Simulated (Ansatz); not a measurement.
Basis sets compared for AgPd3 (the lowest doublet isomer of a short search). The state is a doublet with charge 0. Geometry PBE0-D4/def2-SVP. Ansatz on 4 threads of Arm Neoverse V1 on a shared host; times are rough, and most runs start from earlier orbitals.

Cartesian coordinates in Å:
```
Pd 0.905 -1.319 0.005
Pd 0.912 1.236 0.448
Pd -0.497 0.261 -1.498
Ag -1.320 -0.178 1.045
```

In the def2 sets Ag, Pd take a core potential; there is no spin–orbit coupling. The structure comes from a short search, and lower isomers may exist.

Binding counts from free atoms (Pd singlet, Ag doublet) in the same basis, without a counterpoise term.

```
                          level  functions  energy (Eh)  HOMO (eV)  LUMO (eV)  binding per atom (eV)  wall time
                PBE-D4/def2-SVP        124    -530.7436      -4.33      -3.75                   1.74      5.5 s
               PBE-D4/def2-TZVP        160    -530.8847      -4.32      -3.74                   1.76      6.5 s
            r2SCAN-D4/def2-TZVP        160    -530.9733      -4.30      -3.44                   1.85       14 s
               PBE0-D4/def2-SVP        124    -530.6080      -5.36      -2.53                   1.38        8 s
PBE0-D4/def2-TZVP (with forces)        160    -530.7434      -5.33      -2.50                   1.40       13 s
```

Q: Estimate the rows for PBE-D4/def2-TZVPD, r2SCAN-D4/def2-TZVPD, PBE0-D4/def2-TZVPD.

A: 
| level | functions | energy (Eh) | HOMO (eV) | LUMO (eV) | binding per atom (eV) | wall time |
| --- | --- | --- | --- | --- | --- | --- |
| PBE-D4/def2-TZVPD | 160 | -530.8847 | -4.32 | -3.74 | 1.76 | 7 s |
| r2SCAN-D4/def2-TZVPD | 160 | -530.9733 | -4.30 | -3.44 | 1.85 | 13 s |
| PBE0-D4/def2-TZVPD | 160 | -530.7434 | -5.33 | -2.50 | 1.40 | 11 s |
